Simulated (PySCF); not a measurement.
Saddle point of BSiH$_{6}$OF, singlet (SiH₄O ([OH][SiH3]) + BH₂F ([BH2][F]) → BSiH₅O ([BH2][O][SiH3]) + HF; bonds formed: F2–H5; dative contacts that become bonds: B1–O6; bonds broken: B1–F2, H5–O6), PBE0-D4/def2-TZVP structure:

```csv
atom,x (Å),y (Å),z (Å)
B1,-1.3586,0.1745,-0.0538
F2,-1.6546,-1.4340,-0.0955
H3,-2.1451,0.6554,0.7045
H4,-1.2814,0.5597,-1.1870
H5,-0.6571,-1.2897,0.3478
O6,-0.0399,-0.1883,0.5748
Si7,1.4650,0.2837,0.0330
H8,2.4579,-0.4241,0.8725
H9,1.6312,-0.0878,-1.3940
H10,1.5826,1.7506,0.1977
```

Energies are electronic, without zero-point energy. Barriers and step energies count from the start structure reached by relaxing down the imaginary mode; all methods use the PBE0-D4 structures, on which another method's saddle can fall below an end. Computed with PySCF 2.14 with density fitting (its default auxiliary sets; JK sets also for MP2 and CCSD(T)) (basis: def2-TZVPP, with def2-QZVPP for the basis limit); correlated methods freeze the cores. B3LYP uses VWN-RPA correlation. Extrapolation: Hartree–Fock as exp(−7.88 √X), correlation as X^−2.97.

```json
{"method": "SPW92", "barrier (eV)": "0.633", "step energy (eV)": "0.421"}
{"method": "PBE-D4", "barrier (eV)": "0.755", "step energy (eV)": "0.189"}
{"method": "r2SCAN-D4", "barrier (eV)": "0.835", "step energy (eV)": "0.230"}
{"method": "PBE0-D4", "barrier (eV)": "?", "step energy (eV)": "0.196"}
{"method": "B3LYP-D4", "barrier (eV)": "0.890", "step energy (eV)": "0.088"}
{"method": "BHLYP-D4", "barrier (eV)": "1.016", "step energy (eV)": "0.106"}
{"method": "wB97M-V", "barrier (eV)": "?", "step energy (eV)": "0.191"}
{"method": "HF", "barrier (eV)": "1.246", "step energy (eV)": "-0.045"}
{"method": "MP2", "barrier (eV)": "?", "step energy (eV)": "0.122"}
{"method": "CCSD", "barrier (eV)": "0.964", "step energy (eV)": "0.116"}
{"method": "CCSD(T)", "barrier (eV)": "0.900", "step energy (eV)": "0.133"}
```

Task: Fill in the withheld barriers. (To be estimated.)

Result: Computed: MP2 0.849; PBE0-D4 0.859; wB97M-V 0.896 eV. Each is the energy of the saddle less that of the start structure, by the same method.

For comparison, the barrier by CCSD(T) at an estimated basis limit (MP2 extrapolated from triple and quadruple zeta, plus CCSD(T) − MP2 in triple zeta) is 0.911 eV.

T1 diagnostic: at most 0.012. The end structure is not quite a true minimum (one mode of 52i cm⁻¹).

The step is the kind of ligand exchange by which a precursor binds to a hydroxyl group, or is hydrolysed, in atomic layer deposition of oxides.

Labels in which every atom is bracketed show which atoms are joined, not bond orders.

For scale, one of the runs: CCSD(T)/def2-TZVPP, 219 basis functions, launched by `OMP_NUM_THREADS=4 python run.py`. Time: 12 min of wall clock on 4 CPU threads of an Arm Neoverse V1; the host was shared. Peak host memory: 3.5 GiB.
